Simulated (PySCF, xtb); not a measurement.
Zn(SH) (HSZn), SMILES [Zn][SH] (connectivity only; charge and spin as stated), neutral, multiplicity 2.

Harmonic wavenumbers (cm⁻¹) from xtb with GFN2-xTB at its own minimum, in rising order: 221, 426, 2466.

**Question.** What does PBE-D3(BJ)/def2-TZVP (PySCF) give at its own minimum? (Estimate from the structure and the level; the computed values follow.)

**Answer.** 311, 557, 2604. Paired by order, the mean absolute difference is 119 cm⁻¹ and the zero-point energies are 4.5 and 5.0 kcal/mol.
